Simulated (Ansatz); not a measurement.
A structure relaxed at PBE0-D4/def2-TZVP, charge 0, multiplicity 1:

```xyz
9

Si    0.2833   -0.8845   -0.5673
C     0.4156    0.6021    0.5658
Se   -1.3471    1.1746    1.1944
H    -0.3080   -2.0283    0.1702
H     1.6282   -1.2706   -1.0797
H    -0.5854   -0.5416   -1.7244
H     0.9618    0.3345    1.4730
H     0.9293    1.4441    0.1012
H    -1.9777    1.1697   -0.1332
```

Q: Give its formula and SMILES.

A: CH6SeSi, `[SiH3]C[SeH]`.

Q: Summarise the bond lengths by kind.

A: 1 × C–Si 1.874 Å; 3 × H–Si 1.484 to 1.490 Å; 1 × C–Se 1.957 Å; 2 × C–H 1.090 to 1.092 Å; 1 × H–Se 1.470 Å.

Computed with Ansatz.
